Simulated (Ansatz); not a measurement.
**Counterpoise correction, worked out**

The pair of H3O⁺ (SMILES [OH3+], atoms 1–4) and CH3I (SMILES CI, atoms 5–9), both closed shells, in one local arrangement (a lower one may exist), relaxed at PBE0-D4/def2-TZVP:

| atom | x (Å) | y (Å) | z (Å) |
| --- | --- | --- | --- |
| O1 | 0.0586 | -0.3040 | -2.1522 |
| H2 | 0.8031 | -0.0023 | -2.7000 |
| H3 | -0.7502 | -0.3844 | -2.6857 |
| H4 | -0.0833 | 0.3058 | -1.2583 |
| C5 | 0.0390 | -0.1030 | 1.9155 |
| I6 | -0.3452 | 1.4372 | 0.4781 |
| H7 | 1.0472 | -0.4646 | 1.7427 |
| H8 | -0.0533 | 0.3858 | 2.8809 |
| H9 | -0.7158 | -0.8703 | 1.7790 |

Computed with Ansatz 0.2.0 (basis: def2-TZVPPD); correlated methods freeze the cores. Filled d shells of the heavier atoms are correlated. Core potentials replace the inner electrons of the atoms past krypton. The def2 sets are not built for correlating such inner shells, so the correlated values are less sure here.

CCSD(T) total energies in eV:

| system | geometry | basis functions | energy |
| --- | --- | --- | --- |
| pair | pair | all | -11255.46508 |
| H3O⁺ | as in the pair | all (partner as ghosts) | -2084.55776 |
| CH3I | as in the pair | all (partner as ghosts) | -9169.73193 |
| H3O⁺ | as in the pair | its own | -2084.55055 |
| CH3I | as in the pair | its own | -9169.65875 |
| H3O⁺ | free (PBE0-D4 minimum) | its own | -2084.79101 |
| CH3I | free (PBE0-D4 minimum) | its own | -9169.66399 |

(1) Work out the interaction energy with and without the counterpoise correction, the superposition error, and the binding energy from the relaxed fragments.

T1 diagnostic: at most 0.009.

## Answers

(1) Without correction: -11255.46508 − (-2084.55055) − (-9169.65875) = -1.25578 eV.
With correction (each fragment in the whole basis): -11255.46508 − (-2084.55776) − (-9169.73193) = -1.17539 eV = -27.11 kcal/mol.
The superposition error is the difference, 0.08039 eV, 6 % of the uncorrected value: each fragment borrows its partner's functions.
Deformation from the free shapes: 0.24046 eV for H3O⁺ and 0.00524 eV for CH3I.
Binding energy from relaxed fragments: -1.17539 + 0.24046 + 0.00524 = -0.92969 eV = -21.44 kcal/mol (electronic, without zero-point energy; negative means bound). The deformation is large: the pair is on the way to a chemical bond or a shared proton. For comparison, the corrected interaction energy by CCSD(T) at an estimated basis limit (MP2 extrapolated from triple and quadruple zeta, plus CCSD(T) − MP2 in triple zeta) is -1.224 eV; triple zeta with the correction binds less.

For scale, one of the runs: CCSD(T)/def2-TZVPPD, 238 basis functions, launched by `ansatz run in.yaml --threads 4 --pin off --events-out ev --progress --plain --max-ram 9574MiB`. Hardware: 4 CPU threads of an Arm Neoverse V1, shared host. Wall time 2.2 min; peak host memory 5 GiB.
